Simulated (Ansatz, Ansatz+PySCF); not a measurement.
```csv
atom,x (Å),y (Å),z (Å)
N,0.0000,0.0000,-1.0987
N,0.0000,0.0000,-0.0628
O,0.0000,0.0000,1.0164
```

Basis set: def2-SVP (spherical functions). Correlated methods keep 3 orbitals frozen. Charge 0, multiplicity 1.

Computed with Ansatz (development build ahead of 0.2.0); each method stands on the lowest determinant of its kind that the runs found. Restricted open shells among the atoms or ions are ROHF, correlated in semicanonical orbitals with singles.

The atomization energy at this shape (free ground-state atoms in the same class of orbitals less the molecule, no zero-point energy) of singlet N2O:

| method | atomization energy |
| --- | --- |
| RHF-CCSD(T) | 205.37 kcal/mol |
| RHF-CCSD | 195.15 kcal/mol |
| RHF-MP2 | 226.80 kcal/mol |
| UHF-MP2 | 226.10 kcal/mol |
| RHF | 77.79 kcal/mol |

Task: What does UHF give?

Result: 70.11 kcal/mol. Caution: the shape is not the minimum.
